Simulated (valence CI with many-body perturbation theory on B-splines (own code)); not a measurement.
The numbers below are computed, except where a source is named.
**Hyperfine factors and g values of Cd14+**

Method: valence CI with perturbative core correlation (CI+MBPT): six valence electrons over a frozen Dirac-Fock core [Ar] 3d10, radial functions for each j: 9 s, 9 p, 8 d, 6 f, 3 g, 1 h, with the one-electron correlation potential Σ1, the two-electron term Σ2, the three-electron term Σ3, Breit, model QED; selected CI, second order for the rest, scaled by the run's own slope (own B-spline code, finite nucleus).

No measured spectrum was set against this ion. As an estimate, levels hold to about 250 cm⁻¹ or 0.2 % of their energy and the worst to 1 %, as in measured heavy ions of charge 2 to 7; those with d or f electrons hold less well. Among the levels kept, up to 1200 cm⁻¹ of a level comes from second order outside the variational space, and about a tenth of that is noise between levels of different J, which matters for small intervals.

A/g_I is the dipole constant over the nuclear g factor μ/I (μ in nuclear magnetons, uniformly magnetised nucleus), B/Q the quadrupole constant per barn. Both hold the static response of the core; the bare values leave it out. Large factors of s and p1/2 electrons are usually good to 5 to 10 %; those of open d and f shells near neutrality can be off by tens of per cent, and small factors of p3/2, d and f electrons come from cancelling terms and can be off by a factor of two or in sign, in half-filled shells by more. B is blank for J = 1/2, where it vanishes, and for nearly pure S terms. Energies count from the lowest level. Levels with J = 0 are left out.

Names give the largest LS component (configuration and term), which can be under half, so a name can repeat, a term be missing and a line seem to break the LS rules; names also repeat where a configuration has a term twice. Letters in brackets count levels of one name in rising energy.

| Level | E (cm⁻¹) | g | A/g_I (MHz) | A/g_I bare | B/Q (MHz/b) | B/Q bare |
| --- | --- | --- | --- | --- | --- | --- |
| 4s2 4p4 3P_2 | 0 | 1.405 | 7420 | 6890 | 6670 | 6250 |
| 4s2 4p4 3P_1 | 55667 | 1.500 | -1860 | -1910 | -7080 | -6640 |
| 4s2 4p4 1D_2 | 74949 | 1.094 | 17300 | 16400 | -20900 | -19600 |
| 4s 4p5 3P°_2 | 368130 | 1.500 | 40600 | 38400 | -13200 | -12400 |
| 4s 4p5 3P°_1 | 395560 | 1.421 | 6180 | 5800 | 4410 | 4150 |
| 4s 4p5 1P°_1 | 472830 | 1.076 | 57300 | 54300 | -9730 | -9100 |
| 4s2 4p3 4d 5D°_2 [a] | 500570 | 1.189 | 4380 | 4100 | -853 | -802 |
| 4s2 4p3 4d 5D°_3 [a] | 502570 | 1.356 | 3260 | 3040 | 3160 | 2940 |
| 4s2 4p3 4d 5D°_1 | 506560 | 1.442 | 1100 | 996 | -2350 | -2170 |
| 4s2 4p3 4d 5D°_4 | 511100 | 1.413 | 1920 | 1760 | 3840 | 3520 |
| 4s2 4p3 4d 5D°_2 [b] | 522250 | 1.227 | 1480 | 1430 | -3310 | -3110 |
| 4s2 4p3 4d 5D°_3 [b] | 545800 | 1.185 | 1800 | 1720 | 8700 | 8130 |
| 4s2 4p3 4d 3D°_1 [a] | 549690 | 0.620 | 12000 | 11500 | -2010 | -1890 |
| 4s2 4p3 4d 3F°_2 [a] | 551660 | 0.934 | 12400 | 11800 | -13300 | -12500 |
| 4s2 4p3 4d 3F°_3 [a] | 558940 | 1.142 | 10500 | 9990 | -9550 | -8940 |
| 4s2 4p3 4d 3G°_3 | 563850 | 1.050 | 1890 | 1830 | 8400 | 7810 |
| 4s2 4p3 4d 3G°_4 | 568360 | 1.173 | 6290 | 5980 | 1980 | 1810 |
| 4s2 4p3 4d 3F°_4 [a] | 576750 | 1.222 | 4560 | 4340 | 10600 | 9920 |
| 4s2 4p3 4d 3D°_1 [b] | 581460 | 0.617 | 809 | 949 | -1080 | -1030 |
| 4s2 4p3 4d 1G°_4 | 586110 | 1.042 | 9990 | 9450 | -1870 | -1820 |
| 4s2 4p3 4d 3G°_5 | 589070 | 1.199 | 8240 | 7810 | 2750 | 2510 |
| 4s2 4p3 4d 1D°_2 | 597970 | 0.956 | 11800 | 11200 | 6980 | 6520 |
| 4s2 4p3 4d 3P°_1 [a] | 606420 | 1.365 | 3780 | 3690 | 187 | 185 |
| 4s2 4p3 4d 3D°_2 | 618830 | 1.204 | -3630 | -3350 | 9390 | 8760 |
| 4s2 4p3 4d 3F°_2 [b] | 626500 | 0.974 | 7440 | 7110 | 7040 | 6580 |
| 4s2 4p3 4d 3F°_3 [b] | 627030 | 1.084 | 7970 | 7600 | 2500 | 2280 |
| 4s2 4p3 4d 3D°_3 [a] | 635390 | 1.150 | 8090 | 7660 | 1800 | 1650 |
| 4s2 4p3 4d 3P°_2 [a] | 643140 | 1.315 | 8730 | 8260 | 921 | 857 |
| 4s2 4p3 4d 3P°_1 [b] | 645700 | 1.238 | 4210 | 3810 | -5010 | -4690 |
| 4s2 4p3 4d 3F°_4 [b] | 655730 | 1.197 | 4260 | 4060 | -3230 | -3090 |
| 4s2 4p3 4d 3S°_1 | 656650 | 1.725 | 11500 | 10900 | 149 | 146 |
| 4s2 4p3 4d 3D°_3 [b] | 663920 | 1.254 | 2790 | 2610 | 5360 | 5010 |
| 4s2 4p3 4d 3P°_2 [b] | 665250 | 1.326 | 2570 | 2450 | 9060 | 8490 |

Task: Take the isotope of mass number 111, with I = 1/2, μ = -0.594 μN. What is the hyperfine structure of 4s2 4p3 4d 5D°_2 [a]?

Result: From the table A = -5200 MHz. Shifts from the centre of gravity in MHz: F = 3/2: 7800, F = 5/2: -5200.
